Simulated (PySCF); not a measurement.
SrF, SMILES [Sr][F], multiplicity 2. Atoms are numbered in the order given.

```xyz
2

Sr     0.0000     0.0000    -0.4025
F      0.0000     0.0000     1.6994
```
Charge 0, spin multiplicity 2.

Geometry optimised at B3LYP-D3(BJ)/def2-TZVPD. The spin state was assumed, not searched. The def2 effective core potentials stand for the cores of Sr; spin–orbit coupling is left out.

The numbers are results of PBE/def2-TZVPD (PySCF), not measurements.

The molecule is in vacuum.

```json
{
 "total_energy": "-130.56588 hartree",
 "point_group": "C∞v",
 "α spin, highest occupied and lowest empty level": "-3.41 and -1.56 eV",
 "β spin, highest occupied and lowest empty level": "-7.33 and -2.48 eV",
 "dipole_moment": "3.49 D",
 "mean_static_polarisability": "173.7 bohr³ (25.74 Å³)",
 "polarisability_principal_values": "132.1, 194.5, 194.5 bohr³",
 "⟨S²⟩": "0.750 (pure state 0.75)"
}
```
